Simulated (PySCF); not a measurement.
**Broadened absorption spectrum of C4H11AsSSi**

Compound: C4H11AsSSi.
InChI=1S/C4H11AsSSi/c7-6-4-1-2-5-3-4/h4-5H,1-3H2,7H3/t4-/m1/s1

Method used: PySCF 2.14.0, density-fitted response routines, TDDFT PBE0/def2-SVPD, vertical, gas phase, core orbitals frozen in the response. One conformer (not necessarily the lowest) at the PBE0-D3(BJ)/def2-SVP geometry, without solvent, vibrations or thermal averaging. The PBE0/def2-SVPD calculation is non-relativistic and has no spin–orbit coupling, an omission that weighs most on arsenic.

Computed states:

```tsv
state	E (eV)	f
S1	5.52	0.0030
S2	5.76	0.041
S3	5.93	0.037
S4	6.12	0.070
S5	6.27	0.028
S6	6.45	0.022
S7	6.58	0.0033
S8	6.67	0.011
S9	6.81	0.061
S10	6.88	0.107
```

Broadening: Gaussians 0.3 eV wide at half height, area fixed by f = 4.319×10⁻⁹ ∫ε dν̃. The cross-section is σ = 3.8235×10⁻²¹ ε cm², given in Mb (10⁻¹⁸ cm²). The width is an assumption, not a result. The curve ends short of the highest state used, and states not computed would add to its high-energy end.

**Question.** What does the envelope look like, and where are its maxima?

**Answer.** 
(λ (nm), σ (Mb)): (197.5, 24.66), (198.3, 26.80), (199.2, 29.05), (200.0, 30.76), (200.9, 32.21), (201.7, 32.99), (202.6, 33.26), (203.4, 32.99), (204.3, 32.24), (205.2, 31.17), (206.0, 30.09), (206.9, 28.87), (207.7, 27.87), (208.6, 26.89), (209.4, 26.15), (210.3, 25.43), (211.1, 24.83), (212.0, 24.12), (212.9, 23.30), (213.7, 22.41), (214.6, 21.19), (215.4, 19.90), (216.3, 18.23), (217.1, 16.61), (218.0, 14.67), (218.9, 12.69), (219.7, 10.98), (220.6, 9.16), (221.4, 7.69), (222.3, 6.23), (223.1, 5.11), (224.0, 4.06), (224.8, 3.29), (225.7, 2.59), (226.6, 2.04), (227.4, 1.64), (228.3, 1.29), (229.1, 1.04), (230.0, 0.81), (230.8, 0.65), (231.7, 0.50), (232.6, 0.38), (233.4, 0.30), (234.3, 0.22), (235.1, 0.17), (236.0, 0.12), (236.8, 0.09), (237.7, 0.06), (238.5, 0.04), (239.4, 0.03), (240.3, 0.02), (241.1, 0.01), (242.0, 0.01), (242.8, 0.01), (243.7, 0.00), (244.5, 0.00)

Maxima: 203 nm (6.12 eV), ε about 8700, made up of S3 (12%), S4 (72%) and S5 (15%) (ε in L mol⁻¹ cm⁻¹; maxima over ε = 5, shares over 10%).

**Question.** What would ε be at 6.12 eV, the highest of these maxima, with half the width (0.15 eV)?

**Answer.** About 12800 L mol⁻¹ cm⁻¹ against 8700, a factor of about 1.5; a lone state at its own centre would give exactly 2.

**Question.** Coming from long wavelengths, where does ε first pass 100 L mol⁻¹ cm⁻¹?

**Answer.** At about 233 nm (5.33 eV), 0.19 eV below S1.

**Question.** On this curve, what absorbance would a 10⁻⁵ mol/L sample give at 222 nm over a 1 cm path?

**Answer.** 222 nm is 5.585 eV, where ε is about 1800 L mol⁻¹ cm⁻¹, so A = ε c l ≈ 0.018 (Beer–Lambert, with the gas-phase spectrum and the assumed width).

All these states lie below the vertical ionisation energy of 8.47 eV (ΔSCF).
